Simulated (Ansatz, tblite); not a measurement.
Cost and result up the ladder for Sn₃₁H₃₆, a nanocrystal cut from cubic tin (67 atoms). The state is a singlet with charge 0. Geometry: r2SCAN-D4/def2-SVP.

```xyz
67

Sn   -2.677    1.515    4.705
Sn   -4.198   -2.694    2.514
Sn    1.712    2.562    4.390
Sn    4.676   -0.047    2.108
Sn   -1.118   -5.122    0.202
Sn    3.230   -3.882   -0.013
Sn    0.231   -1.264    2.311
Sn   -2.974    1.105    0.074
Sn    1.501    2.379   -0.186
Sn    0.044   -1.446   -2.301
Sn   -1.508    4.975    2.033
Sn   -4.400   -2.810   -1.944
Sn   -3.043    1.206   -4.622
Sn    4.496   -0.233   -2.526
Sn    1.396    2.200   -4.789
Sn   -0.099    0.420    4.546
Sn   -1.507   -3.477    2.448
Sn   -3.273    2.812    2.293
Sn   -4.706   -1.106    0.263
Sn    2.885   -2.208    2.219
Sn    4.356    1.633    4.329
Sn    1.133    4.027    2.065
Sn    4.134    1.376   -0.250
Sn    1.509   -6.088    0.135
Sn   -1.722   -3.633   -2.105
Sn    2.703   -2.386   -2.333
Sn   -0.300    0.208   -0.041
Sn   -3.682    2.531   -2.242
Sn    1.159    3.864   -2.547
Sn   -0.463    0.105   -4.599
Sn    4.015    1.214   -4.878
H    -2.699    2.673    5.982
H    -3.854    0.319    5.080
H    -5.191   -4.100    2.432
H    -4.583   -1.878    3.978
H     1.483    3.581    5.769
H     6.293   -0.656    2.047
H    -2.230   -6.444    0.297
H     4.878   -4.407   -0.062
H    -1.758    6.102    3.312
H    -1.792    5.808    0.552
H    -5.389   -4.202   -1.717
H    -4.905   -2.055   -3.404
H    -4.208   -0.027   -4.905
H    -3.150    2.317   -5.936
H     6.110   -0.854   -2.524
H     1.060    3.110   -6.221
H     0.233   -0.497    5.975
H    -1.121   -4.376    3.874
H    -4.900    3.396    2.332
H    -6.331   -0.518    0.311
H     3.178   -3.122    3.659
H     4.710    0.777    5.782
H     5.453    2.958    4.235
H     2.228    5.360    1.946
H     5.201    2.736   -0.348
H     1.837   -7.015    1.550
H     1.737   -7.122   -1.224
H    -1.504   -4.638   -3.495
H     2.887   -3.410   -3.716
H    -2.906    4.067   -2.221
H    -5.380    2.828   -2.197
H    -0.356    4.682   -2.546
H     2.387    5.072   -2.594
H    -0.290   -0.907   -5.992
H     5.137    2.513   -5.024
H     4.228    0.194   -6.249
```

Ansatz on 11 threads of AMD EPYC 7R13 on a shared host and a whole NVIDIA H100 80GB HBM3; xTB runs through tblite on one thread. Times are rough, summed over both states, and most runs start from the orbitals of an earlier one. PBE0-D4/def2-SVP serves as the yardstick here, not as an exact answer. The other state is a triplet.

In the def2 sets Sn takes a core potential; there is no spin–orbit coupling. The xTB rows come from tblite. Single mean-field runs in def2-SVP are fitted with def2-universal-jkfit. HOMO above LUMO, or a gap near zero within one spin, warns that the state may not be the lowest or that an electron is smeared out.

xTB has no spin-polarisation term.

```csv
level,functions,wall time
GFN1-xTB,351,2.1 s
GFN2-xTB,315,6.7 s
PBE-D4/def2-SVP,986,38 s
PBE0-D4/def2-SVP (with forces),986,2 min
```

**Question.** Estimate what each level gives for the vertical triplet (eV).

**Answer.** 
| level | vertical triplet (eV) | difference from PBE0-D4/def2-SVP (eV) | remarks |
| --- | --- | --- | --- |
| GFN1-xTB | 1.16 | -2.14 | – |
| GFN2-xTB | 0.73 | -2.57 | – |
| PBE-D4/def2-SVP | 2.67 | -0.63 | gap within one spin near zero (triplet) |
| PBE0-D4/def2-SVP (with forces) | 3.30 | 0.00 | – |
